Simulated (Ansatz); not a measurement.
C$_{2}$H$_{5}$NSiZn, relaxed with RKS PBE0-D4/def2-TZVP in Ansatz 0.2.0 from a PBE-D4/def2-SVP geometry. The force threshold is 0.005 eV/Å; the program also tests the step.

Charge 0, multiplicity 1. The bonds changed during the relaxation, so this is another structure than the one it started from.

Start:

```xyz
10

C    -0.393   -0.415    1.858
N    -0.343   -0.604    0.568
C    -0.694    0.341   -0.349
Si    0.321    0.150   -1.811
Zn    2.216   -0.068    0.118
H    -0.833    0.501    2.318
H    -0.056   -1.223    2.532
H    -1.121    1.320   -0.022
H     0.345    1.225   -2.860
H     0.558   -1.226   -2.353
```

(1) How much energy does the relaxation release, and in how many steps? (Estimate.)

(2) Which bonds change most? (Estimate.)

(3) Give the relaxed structure. (Best estimate.)

Answers

(1) The calculation gave: 0.17 eV, in 23 steps, 2 of them rejected.

(2) Ansatz gave: C3–Si4 from 1.790 to 1.740 Å; C1–N2 from 1.305 to 1.275 Å; Si4–H9 from 1.502 to 1.481 Å; C3–H8 from 1.117 to 1.097 Å.

(3) Ansatz gave: 
```xyz
10

C    -0.873   -0.506    1.966
N    -0.374   -0.701    0.809
C    -0.352    0.321   -0.105
Si    0.388    0.084   -1.662
Zn    3.188    0.486   -1.304
H    -1.296    0.459    2.275
H    -0.891   -1.324    2.681
H    -0.683    1.320    0.208
H     0.255    1.141   -2.690
H     0.638   -1.279   -2.178
```
